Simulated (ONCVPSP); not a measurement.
## Varying the ONCV potential for Mg (Z = 12)

Base potential:

magnesium (Mg), optimised norm-conserving Vanderbilt (ONCV), made with ONCVPSP 4.0.1 (PBE, scalar-relativistic). Core [He], reference 2s2 2p6 3s2. Waves: 2s+3s: rc 1.45 bohr, ncon 4, nbas 7, qcut 6.8 1/bohr, 2 projectors; 2p: rc 1.20 bohr, ncon 4, nbas 7, qcut 13.6 1/bohr, 2 projectors, debl 1.4 Ha. Local part: polynomial inside 0.95 bohr (lpopt 5, dvloc0 -1 Ha). Core correction: polynomial model core, fcfact 0.45.

In the p channel the program set the typed energies aside and used -1.713, 0.250 Ha.

All-electron outer shells of the reference configuration (PBE, scalar-relativistic, ld1.x):

| shell | level (eV) | outermost node (bohr) | outermost maximum (bohr) |
| --- | --- | --- | --- |
| 1s | -1259.65 | – | 0.09 |
| 2s | -79.85 | 0.18 | 0.54 |
| 2p | -46.61 | – | 0.48 |
| 3s | -4.70 | 0.90 | 2.56 |

Cutoffs, loose and tight: the cutoffs (Ha) at which the residual kinetic energy of the hardest occupied pseudo-wave falls to 1 and 0.1 mHa per electron. They do not see the model core or the augmentation charge, which bear on the density cutoff. Test errors are all-electron minus pseudo excitation energies from the reference, over the configurations 2s2 2p6 3s1; 2s2 2p6 3s0; 2s2 2p6 3s1.5; 2s1 2p6 3s2. A dash means not determined; rows that change the core or the reference have their own tests.

| change | outcome | cutoff, loose | cutoff, tight | bound ghosts | GHOST(+) flags above zero | largest test error (meV) |
| --- | --- | --- | --- | --- | --- | --- |
| base | generated, projector energies reset by the program | 62 Ha | 72 Ha | none | none | -236 |
| core correction polynomial model core, fcfact 0.88 | generated, projector energies reset by the program | 62 Ha | 72 Ha | none | none | -237 |
| non-relativistic | generated, projector energies reset by the program | 62 Ha | 72 Ha | none | none | -232 |
| s: qcut 7.2 | generated, projector energies reset by the program | 62 Ha | 72 Ha | none | none | -268 |
| s: qcut 9.6 | generated, projector energies reset by the program | 62 Ha | 72 Ha | none | none | -354 |
| core correction none | generated, projector energies reset by the program | 62 Ha | 72 Ha | none | none | -189 |
| core [Ne], valence charge 2; reference 3s1.5; waves now 3s: rc 2.70 bohr, ncon 4, nbas 7, qcut 1.9 1/bohr, 2 projectors, debl 3.4 Ha; p scattering state at 0.09 Ha: rc 2.45 bohr, ncon 4, nbas 7, qcut 3.9 1/bohr, local; local potential the p channel | generated, projector energies reset by the program | 6.8 Ha | 15 Ha | none | none | -23 |
| s: rc 1.2 | generated, projector energies reset by the program | 62 Ha | 72 Ha | none | none | -299 |

Q: What comes out with this change to the base: s: qcut 7.2; p: qcut 14.4?

A: outcome: generated, projector energies reset by the program; cutoff, loose: 65 Ha; cutoff, tight: 75 Ha; bound ghosts: none; GHOST(+) flags above zero: none; largest test error (meV): -256.

Q: What comes out with this change to the base: all radii but the core radius scaled by about 0.82 (s 1.18, p 0.98 bohr); local potential polynomial inside 0.78 bohr (lpopt 5, dvloc0 -1 Ha)?

A: outcome: generated, projector energies reset by the program; cutoff, loose: 74 Ha; cutoff, tight: 84 Ha; bound ghosts: none; GHOST(+) flags above zero: none; largest test error (meV): -229.
